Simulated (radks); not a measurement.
All-electron atom: Ho in [Kr] 4d10 4f11 5s2 5p5.75 6s2 7s0.25 (fractional occupations, a model configuration).

Method: Dirac Kohn-Sham, PBEsol, spin-unpolarised, spherical densities, point nucleus; open shells are shared between the two j in proportion to 2j + 1; computed with a radial shooting solver on a logarithmic mesh with Libxc functionals.

Energy parts (eV):
| part | energy |
|---|---|
| total | -343519.35 |
| kinetic | 378016.42 |
| electron-nucleus | -848555.43 |
| Hartree | 134300.32 |
| exchange-correlation | -7280.67 |

Orbitals (lengths in bohr, moments of r in powers of bohr; r(max) is where P^2 peaks):
| orbital | occ. | eigenvalue (eV) | <r^4> | <r> | r(max) | small-component weight |
|---|---|---|---|---|---|---|
| 1s1/2 | 2 | -55416.97 | 9.261e-07 | 0.02074 | 0.01311 | 6.27e-02 |
| 2s1/2 | 2 | -9266.246 | 0.0001442 | 0.08755 | 0.07481 | 1.40e-02 |
| 2p1/2 | 2 | -8819.776 | 0.00008848 | 0.07291 | 0.05625 | 1.40e-02 |
| 2p3/2 | 4 | -7963.308 | 0.0001196 | 0.08008 | 0.06237 | 1.29e-02 |
| 3s1/2 | 2 | -2070.850 | 0.005504 | 0.2295 | 0.2115 | 4.48e-03 |
| 3p1/2 | 2 | -1875.559 | 0.004955 | 0.2192 | 0.1990 | 4.42e-03 |
| 3p3/2 | 4 | -1696.693 | 0.006202 | 0.2327 | 0.2118 | 4.11e-03 |
| 3d3/2 | 4 | -1361.826 | 0.004389 | 0.2054 | 0.1674 | 3.99e-03 |
| 3d5/2 | 6 | -1322.734 | 0.004704 | 0.2096 | 0.1710 | 3.90e-03 |
| 4s1/2 | 2 | -410.4453 | 0.1349 | 0.5189 | 0.4842 | 1.44e-03 |
| 4p1/2 | 2 | -332.9491 | 0.1520 | 0.5286 | 0.4869 | 1.36e-03 |
| 4p3/2 | 4 | -292.7721 | 0.1910 | 0.5598 | 0.5143 | 1.24e-03 |
| 4d3/2 | 4 | -165.2180 | 0.2686 | 0.5904 | 0.5181 | 1.06e-03 |
| 4d5/2 | 6 | -157.9308 | 0.2894 | 0.6015 | 0.5270 | 1.03e-03 |
| 5s1/2 | 2 | -52.4507 | 5.030 | 1.275 | 1.135 | 2.93e-04 |
| 5p1/2 | 1.91667 | -31.5153 | 8.806 | 1.439 | 1.239 | 2.29e-04 |
| 5p3/2 | 3.83333 | -26.4322 | 11.94 | 1.548 | 1.325 | 1.98e-04 |
| 4f5/2 | 4.71429 | -5.8360 | 3.371 | 0.8365 | 0.5208 | 6.06e-04 |
| 4f7/2 | 6.28571 | -4.8552 | 4.041 | 0.8573 | 0.5262 | 5.90e-04 |
| 6s1/2 | 2 | -4.7743 | 451.2 | 3.860 | 3.302 | 3.07e-05 |
| 7s1/2 | 0.25 | -0.6168 | 49930 | 12.89 | 12.00 | 2.44e-06 |

The highest occupied level is 7s1/2 at -0.617 eV. The density falls to 0.001 e/bohr^3 at r = 5.03 bohr. Summed over all electrons, <r^2> = 117.6 bohr^2, which gives a Langevin (diamagnetic) susceptibility term of -93.1 x 10^-6 cm^3/mol.
